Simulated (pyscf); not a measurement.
Single points on ωB97X-D3(BJ)/def2-SVP structures (PySCF, gas phase). MP2 and CC: frozen core, UHF for open shells. ΔMP2 is the change of the MP2 total energy from the triple- to the quadruple-zeta basis.

Task: Estimate the classical barrier height and the reaction energy of •H₂C–InH₂ (SMILES [CH2][InH2]) -> [H₃C–InH]• (SMILES [CH3][InH]) at CCSD(T)/def2-TZVPP + ΔMP2(QZVPP). The step runs on the doublet surface, breaks H–In and forms C–H; take the reactant's lowest minimum found as zero.

Result: ΔE‡ = 34.4 kcal/mol, ΔE = -30.7 kcal/mol. Zero-point energy shifts the barrier by -0.7 kcal/mol. It is a hydrogen shift, with an imaginary mode of 1644i cm⁻¹. This is the saddle that the search found; another between the same sides may lie lower. The CCSD(T) − MP2 part came from Ansatz, without density fitting, on the same reference. A UHF reference is spin-contaminated (<S²> up to 0.94), which harms MP2 most. The frozen core leaves the outer d or s,p core shells of the metals and heavy elements correlated in the MP2 and CC values, and def2-TZVPP describes them poorly, which can shift differences by a few kcal/mol. Elements past Kr carry the def2 core potentials, without spin-orbit coupling.
